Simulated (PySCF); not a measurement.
This PySCF input asks for the NMR shieldings of `C(=C/[SiH2][C@H](NC)[SiH3])/CF`, C5H14FNSi2; the geometry comes from GFN2-xTB.

```python
import basis_set_exchange as bse
import numpy as np
from pyscf import gto, dft
from pyscf.prop import nmr

atoms = """
C    -3.240401   -0.366506   -0.389107
N    -1.856027   -0.746243   -0.217077
C    -1.103594    0.080740    0.732131
Si   -0.649364    1.824391    0.091010
Si    0.357134   -1.037062    1.270572
C     1.425171   -1.388930   -0.241455
C     2.486852   -0.721542   -0.672811
C     3.068266    0.490865   -0.023466
F     4.424554    0.555447   -0.253430
H    -3.709561   -1.053625   -1.092791
H    -3.747607   -0.456856    0.572618
H    -3.378506    0.661591   -0.754552
H    -1.384022   -0.740866   -1.115845
H    -1.745695    0.196501    1.612002
H     0.084278    1.657424   -1.169794
H     0.171677    2.501283    1.092627
H    -1.842625    2.631868   -0.178462
H    -0.185164   -2.313214    1.742498
H     1.119402   -0.386650    2.345249
H     1.112947   -2.239012   -0.835810
H     3.019434   -1.022163   -1.568599
H     2.925242    0.490499    1.060127
H     2.642856    1.409043   -0.449682
"""
names = dict.fromkeys(["C", "N", "Si", "F", "H"], "pcSseg-1")
basis = {el: gto.basis.parse(bse.get_basis(n, elements=[el], fmt="nwchem")) for el, n in names.items()}
mol = gto.M(atom=atoms, basis=basis, charge=0, verbose=0)
mf = dft.RKS(mol, xc="PBE0")
mf.grids.level = 2
mf.grids.alignment = dft.numint.BLKSIZE   # the property module wants whole blocks of grid points
mf.conv_tol = 1e-9
mf.kernel()

calc = nmr.RKS(mf)   # GIAO
C = mf.mo_coeff
Co = C[:, mf.mo_occ > 0]
resp = mf.gen_response(singlet=True, hermi=2)
def vind(x):   # induced exchange potential for any number of trial vectors
    d = np.einsum("pi,xij,qj->xpq", C, 2 * x.reshape(-1, C.shape[1], Co.shape[1]), Co, optimize=True)
    return np.einsum("xpq,pi,qj->xij", resp(d - d.transpose(0, 2, 1)), C, Co, optimize=True).ravel()
mo1, _ = nmr.rhf.solve_mo1(calc, with_cphf=vind)
sigma = calc.kernel(mo1)
for i, s in enumerate(sigma):   # ppm
    w = np.linalg.eigvalsh((s + s.T) / 2)
    print("%2d %-2s iso %8.1f  s11 %8.1f  s22 %8.1f  s33 %8.1f" % (i, mol.atom_pure_symbol(i), w.mean(), *w))
```

Task: What are the results?

Result: 
```
 0 C  iso    145.7  s11    123.9  s22    128.5  s33    184.6
 1 N  iso    228.2  s11    185.4  s22    220.4  s33    278.8
 2 C  iso    150.9  s11    126.8  s22    133.4  s33    192.4
 3 Si iso    435.3  s11    393.9  s22    441.8  s33    470.3
 4 Si iso    403.4  s11    361.6  s22    412.6  s33    436.1
 5 C  iso     58.7  s11    -55.7  s22     49.0  s33    182.9
 6 C  iso     26.7  s11    -92.2  s22     31.2  s33    141.2
 7 C  iso    100.3  s11     69.0  s22     80.5  s33    151.2
 8 F  iso    421.1  s11    383.8  s22    416.7  s33    462.9
 9 H  iso     28.8  s11     24.1  s22     26.2  s33     36.2
10 H  iso     29.5  s11     25.3  s22     27.3  s33     35.9
11 H  iso     28.8  s11     23.6  s22     27.9  s33     34.9
12 H  iso     32.2  s11     22.8  s22     34.3  s33     39.6
13 H  iso     29.9  s11     27.3  s22     29.0  s33     33.3
14 H  iso     28.4  s11     25.0  s22     27.8  s33     32.3
15 H  iso     28.1  s11     25.1  s22     25.8  s33     33.3
16 H  iso     27.3  s11     23.0  s22     26.3  s33     32.7
17 H  iso     27.3  s11     23.7  s22     25.4  s33     32.7
18 H  iso     27.1  s11     24.1  s22     25.5  s33     31.7
19 H  iso     25.5  s11     23.6  s22     24.8  s33     28.1
20 H  iso     24.4  s11     22.4  s22     23.5  s33     27.4
21 H  iso     26.2  s11     21.8  s22     25.3  s33     31.6
22 H  iso     26.4  s11     21.4  s22     26.4  s33     31.3
```

These numbers come from an equivalent density-fitted implementation of the same equations, which agrees with the script to about 0.01 ppm for H and up to a few tenths of a ppm for heavy atoms, so last digits may differ.

Task: Turn these shieldings into chemical shifts. Scale: ¹³C (σ = 186.93 ppm), ²⁹Si (σ = 349.16 ppm), ¹H (σ = 31.72 ppm) against TMS; NH3 for ¹⁵N (σ = 267.73 ppm); ¹⁹F (σ = 170.95 ppm) against CFCl3 (reference shieldings calculated alike).

Result: Averaging equivalent atoms: C 6: 160.2; C 5: 128.2; C 7: 86.7; C 0: 41.3; C 2: 36.0; N 1: 39.5; Si 4: -54.3; Si 3: -86.2; F 8: -250.2; H 20: 7.28; H 19: 6.22; H 21: 5.49; H 22: 5.35; H 18: 4.63; H 17: 4.43; H 14/15/16: 3.79; H 9/10/11: 2.66; H 13: 1.85; H 12: -0.52 ppm. Unscaled 19F shifts against computed CFCl3 carry errors that often reach 10 to 50 ppm. Experimental scales use liquid or dissolved standards, which lie at an offset from isolated NH3 (liquid NH3: subtract about 20 ppm).

Size and cost of the density-fitted run: 237 basis functions, 110 s wall time on 1 thread of an Arm Neoverse N1, shared host; peak memory 1 GiB.
